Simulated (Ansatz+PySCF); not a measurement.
singlet H₂: levels of theory in one basis

```xyz
2

H     0.0000    0.0000   -0.5707
H     0.0000    0.0000    0.5707
```

Basis set: cc-pVDZ (spherical functions). All electrons are correlated. Charge 0, multiplicity 1.

Computed with Ansatz (development build ahead of 0.2.0); each method stands on the lowest determinant of its kind that the runs found. NEVPT2 correlates all electrons. Active spaces start from the frontier orbitals, and the lowest solution found is given.

```tsv
method	E − E(RHF) (eV)	<S²> of the determinant
RHF	0.00	0.00
RHF-MP2	-0.82	–
RHF-CCSD	-1.19	–
RHF-CCSD(T)	-1.19	–
full CI (lowest root of this spin)	-1.19	–
CASSCF(2,2)	-0.90	–
```

**Question.** What does SC-NEVPT2(2,2) give on the same scale?

**Answer.** -1.10 eV. NEVPT2 here correlates all electrons, so it doesn't share the others' frozen core.

At such a shape the full CI root can have another spatial symmetry than the determinants, so the rows needn't describe one state.

**Question.** Is a single determinant a sound starting point here?

**Answer.** Only with care. Unrestricted orbitals gain 0.00 eV and <S²> is 0.00 against 0.00 for a pure state, but bonds are stretched. The CASSCF(2,2) natural occupations are 1.92, 0.08.

Caution for RHF-MP2, RHF-CCSD, RHF-CCSD(T): bonds are stretched, where a single reference can fail.
